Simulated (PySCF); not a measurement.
HBr from Hartree–Fock to correlated methods

State: ¹Σ⁺ (singlet), closed shell. Set-up: H def2-TZVPPD, Br def2-TZVPPD; no relativity (PySCF 2.14). De refers to H + Br in their high-spin ground configurations, without counterpoise correction. A positive dipole means H(−)Br(+).

```
      Level  Re (Å)  ωe (cm⁻¹)  De (eV)  μ (D)
        RHF   1.407       2797     2.83  -0.95
    RHF-MP2   1.409       2743     4.01    n/a
RHF-SCS-MP2   1.411       2724     4.00    n/a
   RHF-CCSD   1.413       2695     3.96    n/a
RHF-CCSD(T)   1.415       2676     4.02    n/a
        LDA   1.431       2583     4.63  -0.89
        PBE   1.432       2577     4.05  -0.83
     r²SCAN   1.420       2652     4.06  -0.88
      TPSSh   1.422       2642     4.10  -0.85
      B3LYP   1.424       2624     4.00  -0.84
       PBE0   1.420       2672     3.98  -0.87
    r²SCAN0   1.413       2712     3.99  -0.90
     M06-2X   1.420       2680     3.90  -0.88
    LC-ωPBE   1.413       2746     3.89  -0.91
```

Measured (Huber and Herzberg, Constants of Diatomic Molecules (1979)): Re = 1.414435 Å, ωe = 2648.975 cm⁻¹.

The bond length runs from 1.407 Å (RHF) to 1.432 Å (PBE). De spans 2.83 eV (RHF, mean field) to 4.63 eV (LDA, local density). Correlation at CCSD(T) changes the Hartree–Fock bond energy by +1.19 eV; the triples alone change it by +0.06 eV.

Correlated steps freeze 9 core orbitals. Where the molecule has an RHF reference, its open-shell atoms are computed with UHF.

The whole job (state search and all levels along the bond) took about 3.3 min on 1 thread of Intel Xeon Platinum 8488C (shared host), peak memory 1.3 GiB.
